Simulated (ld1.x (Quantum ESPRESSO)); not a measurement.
**Pseudopotential generation for O: TM, PBE, non-relativistic.**

oxygen (O), norm-conserving Troullier–Martins (Kleinman–Bylander form), made with ld1.x (Quantum ESPRESSO) 7.5 (PBE, non-relativistic). Core [He], reference 2s2 2p4. Waves: 2s (bound): rc 0.80 bohr; 2p (bound): rc 1.60 bohr. Local part: the p channel. Core correction: none.

All-electron outer shells of the reference configuration (PBE, non-relativistic, ld1.x):

| shell | level (eV) | outermost node (bohr) | outermost maximum (bohr) |
| --- | --- | --- | --- |
| 2s | -23.91 | 0.28 | 0.87 |
| 2p | -9.04 | – | 0.82 |

Results:

- Cutoffs needed: 80 Ry and 200 Ry (the cutoffs (Ry, on a coarse ladder) from which the occupation-weighted sum of valence levels, in a spherical-Bessel basis at the reference potential, stays within 10 and 1 mRy of its value at 400 Ry)
- Ghost test: no extra level below or beside the all-electron valence levels (s, p, d, f tested) (spherical-Bessel basis up to 400 Ry, 20 bohr box)
- Largest excitation error: +789 meV (all-electron minus pseudo) for 2s2 2p1, out of 7 test configurations

Generation and tests took about 0.91 s on one core of a shared server CPU.
